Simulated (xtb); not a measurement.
C₄H₉NaO (SMILES CC(C)(C)[O][Na]), singlet, geometry from GFN2-xTB (such geometries of metal compounds can be far from the true shape); GFN2-xTB (xtb).

Here is a job for xtb.
```
$ xtb mol.xyz --gfn 2 --acc 0.1 --json

# file mol.xyz
15

Na     1.41416953     1.64452484     0.99121953
O      0.00638526     0.48438095     0.82645381
C     -0.34210795    -0.36358128    -0.18034111
C      0.75261015    -1.42345878    -0.42643827
C     -1.65128625    -1.09921080     0.19043998
C     -0.57667651     0.39883633    -1.50187583
H      0.46412264    -2.11615523    -1.21272031
H      0.92429880    -1.97817725     0.49249473
H      1.68367264    -0.92366625    -0.71262686
H     -1.49879107    -1.65142879     1.11299942
H     -1.95379042    -1.78388005    -0.59743711
H     -2.43541732    -0.36628070     0.35593475
H      0.34667865     0.90926824    -1.79481754
H     -1.35327420     1.14432514    -1.35006294
H     -0.87968312    -0.27433875    -2.29951818
```

It wrote (shortened):

```
   ID    Z sym.   atoms
    1   11 Na     1
    2    8 O      2
    3    6 C      3-6
    4    1 H      7-15

           -------------------------------------------------
          |                Calculation Setup                |
           -------------------------------------------------

molecular fragmentation (1/2 indicates fragments):
111112111111222
# atoms in fragment 1/2:    11     4
 fragment masses (1/2) :       81.07       15.03
CMA distance (Bohr)    :   4.022
constraining FC (au)   :  0.0500

           -------------------------------------------------
          |                 G F N 2 - x T B                 |
           -------------------------------------------------

          ...................................................
          :                      SETUP                      :
          :.................................................:
          :  # basis functions                  33          :
          :  # atomic orbitals                  33          :
          :  # shells                           21          :
          :  # electrons                        32          :
          :  max. iterations                   250          :
          :  Hamiltonian                  GFN2-xTB          :
          :  restarted?                      false          :
          :  GBSA solvation                  false          :
          :  PC potential                    false          :
          :  electronic temp.          300.0000000     K    :
          :  accuracy                    0.1000000          :
          :  -> integral cutoff          0.3500000E+02      :
          :  -> integral neglect         0.1000000E-08      :
          :  -> SCF convergence          0.1000000E-06 Eh   :
          :  -> wf. convergence          0.1000000E-04 e    :
          :  Broyden damping             0.4000000          :
          :  net charge                          0          :
          :  unpaired electrons                  0          :
          ...................................................

 iter      E             dE          RMSdq      gap      omega  full diag
   1    -17.5724064 -0.175724E+02  0.445E+00    1.00       0.0  T
   2    -17.6552091 -0.828027E-01  0.370E+00    1.71       1.0  T
   3    -17.6589671 -0.375795E-02  0.209E+00    1.29       1.0  T
   4    -17.6585861  0.381009E-03  0.496E-01    1.48       1.0  T
   5    -17.6593438 -0.757728E-03  0.296E-01    1.28       1.0  T
[...]
         :: total energy             -17.451195645522 Eh    ::
[...]
    15   1 H        0.925     0.024     2.671     2.556

 Mol. C6AA /au·bohr⁶  :       1961.352871
 Mol. C8AA /au·bohr⁸  :      60624.900806
 Mol. α(0) /au        :         83.753334

Wiberg/Mayer (AO) data.
largest (>0.10) Wiberg bond orders for each atom

 ---------------------------------------------------------------------------
     #   Z sym  total        # sym  WBO       # sym  WBO       # sym  WBO
 ---------------------------------------------------------------------------
     1  11 Na   0.618 --     2 O    0.497
     2   8 O    1.692 --     3 C    1.079     1 Na   0.497
     3   6 C    3.977 --     2 O    1.079     4 C    0.970     6 C    0.969
                             5 C    0.957
     4   6 C    3.993 --     8 H    0.987     7 H    0.986     3 C    0.970
                             9 H    0.968
     5   6 C    3.996 --    10 H    0.990    12 H    0.990    11 H    0.987
                             3 C    0.957
     6   6 C    3.993 --    14 H    0.987    15 H    0.986     3 C    0.969
                            13 H    0.968
     7   1 H    0.999 --     4 C    0.986
     8   1 H    0.999 --     4 C    0.987
     9   1 H    1.000 --     4 C    0.968
    10   1 H    0.999 --     5 C    0.990
    11   1 H    1.000 --     5 C    0.987
    12   1 H    0.999 --     5 C    0.990
    13   1 H    1.000 --     6 C    0.968
    14   1 H    0.999 --     6 C    0.987
    15   1 H    0.999 --     6 C    0.986
 ---------------------------------------------------------------------------

Topologies differ in total number of bonds
Writing topology from bond orders to xtbtopo.mol

molecular dipole:
                 x           y           z       tot (Debye)
 q only:        1.660       1.408       0.261
   full:        1.647       1.354       0.181       5.437
molecular quadrupole (traceless):
                xx          xy          yy          xz          yz          zz
 q only:        1.656       8.307       3.192       4.995       4.143      -4.849
  q+dip:        1.277       8.276       3.446       5.451       4.543      -4.723
   full:        1.295       9.200       3.743       5.988       5.227      -5.039

           -------------------------------------------------
          | TOTAL ENERGY              -17.451195645522 Eh   |
          | GRADIENT NORM               0.000080875951 Eh/α |
          | HOMO-LUMO GAP               1.312266784901 eV   |
           -------------------------------------------------

normal termination of xtb
```
